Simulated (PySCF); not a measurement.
# How the method changes the shape and vibrations of Al2H3O

These are calculations, not measurements. They come from PySCF 2.14.0, an open-source quantum chemistry program, on an isolated molecule that a program drew, which may never have been made. The molecule is Al2H3O (charge 0, doublet), drawn as the SMILES string `[AlH][O][AlH2]`.

The geometry was optimised and harmonic frequencies were computed with HF and MP2, all in the cc-pV(D+d)Z basis, for the commonest isotopes, with a restricted reference for singlets and an unrestricted one otherwise, and a frozen core in MP2. Each result is a local minimum of its method.

Geometry at the HF minimum:
```xyz
6
Al2H3O, angstrom
Al   -1.2666    0.8172    3.1090
O     0.3359    1.1074    2.6737
Al    1.9343    1.4026    2.2412
H    -1.7364   -0.7032    3.2524
H     2.3019    1.5412    0.7142
H     3.0221    1.5385    3.3746
```

Lengths of the bonds as drawn, in Å (atoms numbered as above):
```
bond,HF,MP2
Al1-O2,1.686,1.711
O2-Al3,1.682,1.708
Al1-H4,1.598,1.598
Al3-H5,1.577,1.576
Al3-H6,1.577,1.576
```

Rotational constants, in GHz:
```
constant,HF,MP2
A,88.13,88.48
B,2.922,2.84
C,2.89,2.809
```

Harmonic frequencies in cm^-1, each column in rising order, so a row needn't be the same motion in every method:
```
rank    HF   MP2
   1   104    80
   2   116    85
   3   118   126
   4   539   506
   5   612   575
   6   653   623
   7   687   649
   8   862     ?
   9  1095  1037
  10  1874  1862
  11  1994  1983
  12  2006  1985
```

**Estimate the missing MP2 frequency from the HF column.**

A single factor s that minimises the squared misfit of MP2 against s times HF over the other rows is sum(HF x MP2) / sum(HF^2) = 0.9831, with an rms misfit of 24 cm^-1. For rank 8 it gives 0.9831 x 862 = 847 cm^-1. The calculation gives 825 cm^-1, 22 cm^-1 below the estimate. The drawn bonds are on average 0.6 % longer in MP2 than in HF.
